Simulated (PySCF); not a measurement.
# Structure elucidation problem

An unknown has the formula C₃H₁₁N₂PSi₂. Its calculated NMR data are:

¹H NMR (400 MHz, computed): δ 4.95 (m, 1H), 4.82 (m, 1H), 2.12 (s, 3H), 1.49 (m, 2H), 0.04 (br s, 2H), -0.41 (br s, 2H).

¹³C{¹H} NMR (computed): δ 113.1 (C), 91.7 (C), 6.2 (CH3).

[PySCF 2.14: geometry from GFN2-xTB; PBE0/pcSseg-1 with gauge-including orbitals; single conformer; relativity neglected; no solvent; one averaged value for each set of equivalent atoms]

Chemical shifts δ = σref − σ; ¹H, ¹³C vs TMS, all at this level.

Question: Deduce the structure.

Answer: 
3 carbon signals for 3 carbons: no two carbons are equivalent. Carbon types of the structure: 2 × C, 1 × CH3, leaving 8 H on heteroatoms. δC 113.1, 91.7: alkyne carbon. δC 6.2: propargylic methyl carbon; aliphatic region, no heteroatom directly attached. δH 4.95, 4.82: hydrogen on a silicon bonded to N, Si. δH 2.12: hydrogen on a propargylic methyl carbon. δH 1.49: hydrogen on a phosphorus bonded to Si. δH 0.04, -0.41: hydrogen on a nitrogen bonded to Si; labile proton, position sensitive to the medium.

These data were computed for `N[SiH2][Si@](C#CC)(N)P`.

The shifts were computed for this structure.

Exchangeable OH/NH protons stand at their gas-phase positions; hydrogen bonding in a real sample shifts them, mostly to higher δ. Splittings by ³¹P in the carbon and heteronuclear signals aren't shown, as no couplings were computed. Shifts are as computed. Against solution values, carbons near 30 ppm lie about +3 ppm off and those near 130 ppm about +5 ppm. Of 1211 compounds with measured shifts, 218 miss one by over three times the rms of a fit or turn the order of signals round; such compounds aren't used in these exercises. Multiplicities follow the n + 1 count of equivalent neighbours, as no J values were calculated; m marks all less simple cases, F and P coupling included.
